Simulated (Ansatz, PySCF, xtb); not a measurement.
Pair of molecules: GeH4 (SMILES [GeH4]) (first 5 atoms) with C2H6O (SMILES COC); geometry from B3LYP-D3(BJ)/def2-TZVP.
(charge 0, multiplicity 1):
```xyz
14

Ge     0.2755     0.0049     0.6678
H     -0.1896    -1.4293     0.9469
H     -0.7187     1.0111     1.2663
H      0.3199     0.2217    -0.8582
H      1.6785     0.2426     1.2390
C      0.4901     0.8887     4.3430
O      0.1039    -0.3503     3.7891
C     -1.2405    -0.6740     4.0701
H      0.3997     0.8813     5.4365
H     -0.1206     1.7102     3.9468
H      1.5309     1.0562     4.0712
H     -1.4128    -0.7553     5.1507
H     -1.4488    -1.6342     3.6014
H     -1.9258     0.0802     3.6622
```

Interaction energies are E(AB) − E(A) − E(B) at the monomers' geometry in the complex; basis-set methods are counterpoise corrected. Rows marked so take none.

Rows in 3-21G carry no dispersion term and start afresh at each structure; the Pople sets are all-electron and without relativity.

Programs: Ansatz (Gaussian orbitals); PySCF for 3-21G rows, the dispersion terms; xtb for the GFN methods. 

Problem. One of these levels gives -2.66 kcal/mol for the interaction energy. Which?
A. BLYP/def2-TZVPPD
B. HF/3-21G (no counterpoise)
C. GFN1-xTB
D. revPBE-D4/def2-TZVPPD

Solution. D, revPBE-D4/def2-TZVPPD. The others give -8.93 (GFN1-xTB), -4.52 (HF/3-21G (no counterpoise)), 0.97 (BLYP/def2-TZVPPD)

Ansatz is a program for electronic structure.
